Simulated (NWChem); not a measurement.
System: CdSiH4; SMILES [SiH3][CdH]

Here is an NWChem input.

```
start job
memory heap 200 mb stack 900 mb global 1100 mb
geometry units angstroms noautosym nocenter noautoz
  Cd    -0.342826    -0.581087    -0.009489
  H     -0.497390    -2.268367    -0.014606
  Si    -0.112524     1.927589    -0.001864
  H      1.041172     2.382726     0.841881
  H     -1.338555     2.602391     0.537984
  H      0.114349     2.475614    -1.379588
end
basis spherical
  * library def2-svpd
end
ecp
  Cd library def2-ecp
end
dft
  xc xcamb88 1.00 lyp 0.81 vwn_5 0.19 hfexch 1.00
  cam 0.33 cam_alpha 0.19 cam_beta 0.46
  iterations 150
end
property
  response 1 0.0
end
task dft property
```

Coordinates come from a PBE0/def2-SVP optimisation. Not confirmed as a minimum by frequencies. def2 effective core potentials on Cd; no spin-orbit coupling.

Static field.

Give the results of this calculation. (CAM-B3LYP/def2-SVPD with def2 effective core potentials on Cd.) Quantities: isotropic polarisability (bohr³); anisotropy (bohr³).


```yaml
isotropic polarisability (bohr³): 67.2
anisotropy (bohr³): 35.5
```
